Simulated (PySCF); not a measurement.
Zn(Cl)(SiH3) (ClH₃SiZn), SMILES [Zn]([SiH3])[Cl]. Atoms are numbered in the order given.

```xyz
6

Zn     0.0000     0.0000    -0.0864
Cl     0.0000     0.0000    -2.2072
Si     0.0000     0.0000     2.2653
H      1.2104     0.6988     2.8004
H      0.0000    -1.3976     2.8004
H     -1.2104     0.6988     2.8004
```

Geometry optimised at PBE0-D3(BJ)/def2-SVP.

Calculation: PySCF with M06-2X/def2-TZVPD.

The molecule is in vacuum.

Computed frontier levels, gap, dipole moment and polarisability:
highest occupied level: -9.13 eV
lowest empty level: -0.70 eV
orbital gap: 8.43 eV
dipole moment: 0.454 e·Å
quadrupole, principal values (traceless, Buckingham form, about the centre of nuclear charge): -10.00, 5.00, 5.00 D·Å
mean static polarisability: 72.0 bohr³ (10.67 Å³)
polarisability, principal values: 58.5, 58.5, 99.0 bohr³
